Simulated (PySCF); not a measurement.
# Scalar relativity in Cl³⁺ (chlorine, charge +3)

[Ne] 3s2 3p2, high-spin 3P determinant; UHF calculated with PySCF 2.14 in dyall-av3z (19s12p3d2f, 84 functions), once non-relativistic with a point nucleus and once with spin-free X2C-1e and a Gaussian nucleus.

```
shell  ε non-rel. (eV)  ε X2C (eV)  rms r non-rel. (bohr, spins averaged)  rms r X2C (bohr, spins averaged)  change of radius (%)
 1s α          -2900.7     -2911.0                                 0.1058                            0.1052                 -0.59
 1s β          -2899.8     -2910.1                                 0.1058                            0.1052                 -0.59
 2s α          -333.83     -335.66                                 0.4794                            0.4772                 -0.46
 2s β          -333.00     -334.83                                 0.4794                            0.4772                 -0.46
 2p α          -265.06     -265.11                                 0.4505                            0.4498                 -0.15
 2p β          -263.51     -263.56                                 0.4505                            0.4498                 -0.15
 3s α          -69.303     -69.539                                  1.509                             1.505                 -0.32
 3s β          -61.665     -61.896                                  1.509                             1.505                 -0.32
 3p α          -53.014     -53.015                                  1.634                             1.633                 -0.06
```

The total energy goes from -456.7946 to -458.2100 hartree.

Relativity contracts and stabilises s shells directly. The contracted s shells screen the nucleus better, so for spin-averaged p shells the direct and indirect effects partly cancel.
